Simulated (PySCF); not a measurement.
C3H5N3.

```xyz
11

N     -0.1319     2.0735     0.0000
C     -0.0187     0.7957     0.0000
N     -1.0910    -0.0897     0.0000
C     -0.6593    -1.4130     0.0000
C      0.6946    -1.3970     0.0000
N      1.0892    -0.0550     0.0000
H      0.7810     2.5289     0.0000
H     -2.0447     0.2416     0.0000
H     -1.3495    -2.2510     0.0000
H      1.4083    -2.2150     0.0000
H      2.0411     0.2803     0.0000
```
Charge 0, spin multiplicity 1.

Geometry: B3LYP-D3(BJ)/def2-SVP.

These are PySCF with HF/pcSseg-1 values and carry that method's errors. Non-relativistic, no solvent.

Question: Give the absolute GIAO shielding of each atom: isotropic value and principal components (ppm). (Estimate from the structure and the level; the computed values follow.)

Answer: 
| atom | σ(iso) | σ11 | σ22 | σ33 | span |
|---|---|---|---|---|---|
| N1 | 125.9 | -22.3 | 149.5 | 250.5 | 272.8 |
| C2 | 27.3 | -88.5 | 68.7 | 101.5 | 190.0 |
| N3 | 151.2 | 97.5 | 171.2 | 184.9 | 87.4 |
| C4 | 73.0 | -27.1 | 96.6 | 149.4 | 176.6 |
| C5 | 76.1 | -20.8 | 101.5 | 147.5 | 168.3 |
| N6 | 149.0 | 91.3 | 167.7 | 188.1 | 96.8 |
| H7 | 27.4 | 23.8 | 25.3 | 33.2 | 9.4 |
| H8 | 26.4 | 19.8 | 25.3 | 34.1 | 14.4 |
| H9 | 25.4 | 23.1 | 24.9 | 28.1 | 5.0 |
| H10 | 25.5 | 23.2 | 25.1 | 28.4 | 5.2 |
| H11 | 26.9 | 20.6 | 25.9 | 34.3 | 13.7 |
